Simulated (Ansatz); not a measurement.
C3H6FNSi, SMILES `FC1=NCC[SiH2]1` at its PBE0-D4/def2-TZVP geometry, where that method's forces vanish. Total charge 0; spin multiplicity 1.

```json
{"atom": "F1", "x (Å)": "-1.905", "y (Å)": "0.267", "z (Å)": "2.102"}
{"atom": "C2", "x (Å)": "-0.930", "y (Å)": "0.170", "z (Å)": "1.194"}
{"atom": "N3", "x (Å)": "0.237", "y (Å)": "0.493", "z (Å)": "1.511"}
{"atom": "C4", "x (Å)": "1.224", "y (Å)": "0.320", "z (Å)": "0.458"}
{"atom": "C5", "x (Å)": "0.622", "y (Å)": "0.004", "z (Å)": "-0.935"}
{"atom": "Si6", "x (Å)": "-1.154", "y (Å)": "-0.469", "z (Å)": "-0.571"}
{"atom": "H7", "x (Å)": "1.895", "y (Å)": "-0.482", "z (Å)": "0.779"}
{"atom": "H8", "x (Å)": "1.834", "y (Å)": "1.227", "z (Å)": "0.425"}
{"atom": "H9", "x (Å)": "0.633", "y (Å)": "0.896", "z (Å)": "-1.567"}
{"atom": "H10", "x (Å)": "1.193", "y (Å)": "-0.765", "z (Å)": "-1.457"}
{"atom": "H11", "x (Å)": "-1.461", "y (Å)": "-1.922", "z (Å)": "-0.594"}
{"atom": "H12", "x (Å)": "-2.188", "y (Å)": "0.262", "z (Å)": "-1.346"}
```

**Question.** For each bond, give half the difference of the two atoms' forces along it (eV/Å; positive pushes the atoms apart) under PBE-D4, r2SCAN-D4, B3LYP-D4, ωB97M-V in def2-TZVPP. (An estimate is asked.)

**Answer.** The calculation gave: 
```json
{"bond": "F1–C2", "length (Å)": "1.335", "PBE-D4": "0.44", "r2SCAN-D4": "0.29", "B3LYP-D4": "0.37", "ωB97M-V": "0.32"}
{"bond": "C2–N3", "length (Å)": "1.252", "PBE-D4": "0.65", "r2SCAN-D4": "0.28", "B3LYP-D4": "-0.05", "ωB97M-V": "-0.16"}
{"bond": "C2–Si6", "length (Å)": "1.890", "PBE-D4": "-0.24", "r2SCAN-D4": "-0.17", "B3LYP-D4": "-0.03", "ωB97M-V": "-0.03"}
{"bond": "N3–C4", "length (Å)": "1.453", "PBE-D4": "-0.05", "r2SCAN-D4": "0.09", "B3LYP-D4": "0.22", "ωB97M-V": "0.32"}
{"bond": "C4–C5", "length (Å)": "1.550", "PBE-D4": "0.05", "r2SCAN-D4": "0.16", "B3LYP-D4": "0.22", "ωB97M-V": "0.12"}
{"bond": "C4–H7", "length (Å)": "1.094", "PBE-D4": "0.11", "r2SCAN-D4": "-0.06", "B3LYP-D4": "-0.15", "ωB97M-V": "-0.16"}
{"bond": "C4–H8", "length (Å)": "1.093", "PBE-D4": "0.10", "r2SCAN-D4": "-0.07", "B3LYP-D4": "-0.16", "ωB97M-V": "-0.16"}
{"bond": "C5–Si6", "length (Å)": "1.874", "PBE-D4": "0.05", "r2SCAN-D4": "0.02", "B3LYP-D4": "0.13", "ωB97M-V": "0.04"}
{"bond": "C5–H9", "length (Å)": "1.093", "PBE-D4": "0.09", "r2SCAN-D4": "-0.04", "B3LYP-D4": "-0.10", "ωB97M-V": "-0.08"}
{"bond": "C5–H10", "length (Å)": "1.091", "PBE-D4": "0.08", "r2SCAN-D4": "-0.05", "B3LYP-D4": "-0.10", "ωB97M-V": "-0.08"}
{"bond": "Si6–H11", "length (Å)": "1.486", "PBE-D4": "0.05", "r2SCAN-D4": "-0.03", "B3LYP-D4": "-0.12", "ωB97M-V": "-0.14"}
{"bond": "Si6–H12", "length (Å)": "1.484", "PBE-D4": "0.04", "r2SCAN-D4": "-0.04", "B3LYP-D4": "-0.13", "ωB97M-V": "-0.13"}
```

B3LYP here is the variant with VWN-RPA as its local correlation; programs differ in this.

Computed with Ansatz.
